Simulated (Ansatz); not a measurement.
Ansatz (a program for electronic structure) input (B3LYP-D3(BJ)/def2-TZVP):

Ansatz 0.2 input:
```yaml
crystal:
  periodic: [false, false, false]
  atoms:
    - {symbol: Ga, position_ang: [-0.00000000, -0.00000000, -0.75169122]}
    - {symbol: Cl, position_ang: [0.00000000, 0.00000000, 1.37073104]}
basis:
  gaussian:
    orbitals: def2-TZVP
hamiltonian:
  xc: b3lyp
  dispersion: d3bj
total_charge: 1
magnetization: {spin_polarized: true, initial_magnetization: 1}
phonons: {temperatures: {t_min: 298.15, t_max: 298.15, t_step: 100}}
```

Output:

```
Functional definition: B3LYP
integrals: 0.03 GiB planned
575 factors; integrals over basis functions are off by at most 3.4e-4 eV
mean field: 0.36 GiB planned
mean field evaluation 1: about -64887.2033 eV, gradient 3.8e1 eV
mean field evaluation 2: about -64810.6035 eV, gradient 1.1e2 eV
mean field evaluation 4: about -64894.3827 eV, gradient 7.5e0 eV
mean field evaluation 8: about -64894.7735 eV, gradient 4.6e-1 eV
mean field evaluation 16: about -64894.7752 eV, gradient 7.1e-5 eV
mean field -64894.77518051 eV, -2384.8390006254 hartree, gradient 7.1e-5 eV, S^2 0.754390; 1 other end points of the search recorded, 0 dependent functions left out
the calculation of the forces begins
reference -64894.77536699 eV, -2384.8390074782 hartree; 24, 23 occupied and 61, 62 virtual orbitals, 575 factors
these checks for a lower state are left out or cut short: stability, starts, cluster_reference, orbital_swaps, neighbouring_geometries, increment
integrals: 0.03 GiB planned
575 factors; integrals over basis functions are off by at most 3.4e-4 eV
mean field: 0.36 GiB planned
mean field -64894.77518052 eV, -2384.8390006255 hartree, gradient 1.1e-6 eV, S^2 0.754390; 0 other end points of the search recorded, 0 dependent functions left out
the calculation of the forces begins
reference -64894.77536699 eV, -2384.8390074784 hartree; 24, 23 occupied and 61, 62 virtual orbitals, 575 factors
these checks for a lower state are left out or cut short: stability, starts, cluster_reference, orbital_swaps, neighbouring_geometries, increment
integrals: 0.03 GiB planned
575 factors; integrals over basis functions are off by at most 3.4e-4 eV
mean field: 0.36 GiB planned
mean field evaluation 32: about -64894.7752 eV, gradient 5.2e-5 eV
mean field -64894.77518052 eV, -2384.8390006255 hartree, gradient 1.1e-6 eV, S^2 0.754390; 0 other end points of the search recorded, 0 dependent functions left out
the calculation of the forces begins
reference -64894.77536699 eV, -2384.8390074784 hartree; 24, 23 occupied and 61, 62 virtual orbitals, 575 factors
these checks for a lower state are left out or cut short: stability, starts, cluster_reference, orbital_swaps, neighbouring_geometries, increment
integrals: 0.03 GiB planned
575 factors; integrals over basis functions are off by at most 3.4e-4 eV
mean field: 0.36 GiB planned
mean field -64894.77518052 eV, -2384.8390006255 hartree, gradient 1.1e-6 eV, S^2 0.754390; 0 other end points of the search recorded, 0 dependent functions left out
the calculation of the forces begins
reference -64894.77536699 eV, -2384.8390074784 hartree; 24, 23 occupied and 61, 62 virtual orbitals, 575 factors
these checks for a lower state are left out or cut short: stability, starts, cluster_reference, orbital_swaps, neighbouring_geometries, increment
integrals: 0.03 GiB planned
575 factors; integrals over basis functions are off by at most 3.4e-4 eV
mean field: 0.36 GiB planned
mean field -64894.77518052 eV, -2384.8390006255 hartree, gradient 1.1e-6 eV, S^2 0.754390; 0 other end points of the search recorded, 0 dependent functions left out
the calculation of the forces begins
reference -64894.77536699 eV, -2384.8390074784 hartree; 24, 23 occupied and 61, 62 virtual orbitals, 575 factors
these checks for a lower state are left out or cut short: stability, starts, cluster_reference, orbital_swaps, neighbouring_geometries, increment
integrals: 0.03 GiB planned
575 factors; integrals over basis functions are off by at most 3.4e-4 eV
mean field: 0.36 GiB planned
mean field -64894.77513536 eV, -2384.8389989659 hartree, gradient 1.3e-6 eV, S^2 0.754355; 0 other end points of the search recorded, 0 dependent functions left out
the calculation of the forces begins
reference -64894.77532177 eV, -2384.8390058166 hartree; 24, 23 occupied and 61, 62 virtual orbitals, 575 factors
these checks for a lower state are left out or cut short: stability, starts, cluster_reference, orbital_swaps, neighbouring_geometries, increment
integrals: 0.03 GiB planned
575 factors; integrals over basis functions are off by at most 3.5e-4 eV
mean field: 0.36 GiB planned
mean field -64894.77514658 eV, -2384.8389993784 hartree, gradient 1.7e-6 eV, S^2 0.754425; 0 other end points of the search recorded, 0 dependent functions left out
the calculation of the forces begins
reference -64894.77533312 eV, -2384.8390062334 hartree; 24, 23 occupied and 61, 62 virtual orbitals, 575 factors
these checks for a lower state are left out or cut short: stability, starts, cluster_reference, orbital_swaps, neighbouring_geometries, increment
integrals: 0.03 GiB planned
575 factors; integrals over basis functions are off by at most 3.4e-4 eV
mean field: 0.36 GiB planned
mean field evaluation 64: about -64894.7596 eV, gradient 1.3e-1 eV
mean field -64894.77518052 eV, -2384.8390006255 hartree, gradient 1.1e-6 eV, S^2 0.754390; 0 other end points of the search recorded, 0 dependent functions left out
the calculation of the forces begins
reference -64894.77536699 eV, -2384.8390074784 hartree; 24, 23 occupied and 61, 62 virtual orbitals, 575 factors
these checks for a lower state are left out or cut short: stability, starts, cluster_reference, orbital_swaps, neighbouring_geometries, increment
integrals: 0.03 GiB planned
575 factors; integrals over basis functions are off by at most 3.4e-4 eV
mean field: 0.36 GiB planned
mean field -64894.77518052 eV, -2384.8390006255 hartree, gradient 1.1e-6 eV, S^2 0.754390; 0 other end points of the search recorded, 0 dependent functions left out
the calculation of the forces begins
reference -64894.77536699 eV, -2384.8390074784 hartree; 24, 23 occupied and 61, 62 virtual orbitals, 575 factors
these checks for a lower state are left out or cut short: stability, starts, cluster_reference, orbital_swaps, neighbouring_geometries, increment
integrals: 0.03 GiB planned
575 factors; integrals over basis functions are off by at most 3.4e-4 eV
mean field: 0.36 GiB planned
mean field -64894.77518052 eV, -2384.8390006255 hartree, gradient 1.1e-6 eV, S^2 0.754390; 0 other end points of the search recorded, 0 dependent functions left out
the calculation of the forces begins
reference -64894.77536699 eV, -2384.8390074784 hartree; 24, 23 occupied and 61, 62 virtual orbitals, 575 factors
these checks for a lower state are left out or cut short: stability, starts, cluster_reference, orbital_swaps, neighbouring_geometries, increment
integrals: 0.03 GiB planned
575 factors; integrals over basis functions are off by at most 3.4e-4 eV
mean field: 0.36 GiB planned
mean field -64894.77518052 eV, -2384.8390006255 hartree, gradient 1.1e-6 eV, S^2 0.754390; 0 other end points of the search recorded, 0 dependent functions left out
the calculation of the forces begins
reference -64894.77536699 eV, -2384.8390074784 hartree; 24, 23 occupied and 61, 62 virtual orbitals, 575 factors
these checks for a lower state are left out or cut short: stability, starts, cluster_reference, orbital_swaps, neighbouring_geometries, increment
integrals: 0.03 GiB planned
575 factors; integrals over basis functions are off by at most 3.5e-4 eV
mean field: 0.36 GiB planned
mean field evaluation 96: about -64894.7751 eV, gradient 1.5e-6 eV
mean field -64894.77514658 eV, -2384.8389993784 hartree, gradient 1.7e-6 eV, S^2 0.754425; 0 other end points of the search recorded, 0 dependent functions left out
the calculation of the forces begins
reference -64894.77533312 eV, -2384.8390062334 hartree; 24, 23 occupied and 61, 62 virtual orbitals, 575 factors
these checks for a lower state are left out or cut short: stability, starts, cluster_reference, orbital_swaps, neighbouring_geometries, increment
integrals: 0.03 GiB planned
575 factors; integrals over basis functions are off by at most 3.4e-4 eV
mean field: 0.36 GiB planned
mean field -64894.77513536 eV, -2384.8389989659 hartree, gradient 1.3e-6 eV, S^2 0.754355; 0 other end points of the search recorded, 0 dependent functions left out
the calculation of the forces begins
reference -64894.77532177 eV, -2384.8390058166 hartree; 24, 23 occupied and 61, 62 virtual orbitals, 575 factors
Total energy: -64894.85060620 eV, -2384.8417724683 hartree
Atom 0 at    -0.000000    -0.000000    -0.751691 Å, force    -0.000000     0.000000    -0.000071 eV/Å
Atom 1 at     0.000000     0.000000     1.370731 Å, force     0.000000    -0.000000     0.000071 eV/Å
Dipole moment:    -0.000000    -0.000000    -0.642709 e Å
Vibrations: 382.73 cm⁻¹, zero-point energy 0.023726 eV
```
